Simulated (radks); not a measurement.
All-electron atom: the selenium ion Se2+ in [Ar] 3d10 4s2 4p2.

All-electron calculation, Dirac Kohn-Sham, BLYP, spin-unpolarised, spherical densities, finite nucleus; open shells fill j = l - 1/2 first; Fermi nuclear charge, rms radius 4.14 fm. Program: a radial shooting solver on a logarithmic mesh with Libxc functionals.

Energy parts (Ry):
total: -4858.81584
kinetic: 4975.67430
electron-nucleus: -11678.99136
Hartree: 2019.92010
exchange-correlation: -175.41889

Orbitals (lengths in bohr, moments of r in powers of bohr; <r^-3> diverges for s and p1/2):
orbital  occ.  eigenvalue (Ry)  <r^-3>       <r^4>     <r^2>  small-component weight
1s1/2       2        -920.6935       -  0.00001763  0.002616                1.52e-02
2s1/2       2        -119.7557       -    0.003544   0.04522                2.98e-03
2p1/2       2        -107.6279       -    0.002453   0.03485                2.97e-03
2p3/2       4        -104.5558    1178    0.002642   0.03631                2.91e-03
3s1/2       2        -17.31582       -      0.2302    0.3795                7.06e-04
3p1/2       2        -13.16928       -      0.2709    0.3981                6.55e-04
3p3/2       4        -12.73655   167.4      0.2909    0.4125                6.37e-04
3d3/2       4         -5.58474   20.47      0.5355    0.4902                5.15e-04
3d5/2       6         -5.51870   19.83      0.5504    0.4969                5.09e-04
4s1/2       2         -2.75201       -       16.45     3.253                1.10e-04
4p1/2       2         -1.88347       -       32.33     4.473                8.18e-05
4p3/2       0         -1.84544   14.81       34.34     4.614                7.97e-05

The highest occupied level is 4p1/2 at -25.626 eV. Summed over all electrons, <r^2> = 23.91 bohr^2, which gives a Langevin (diamagnetic) susceptibility term of -18.9 x 10^-6 cm^3/mol.
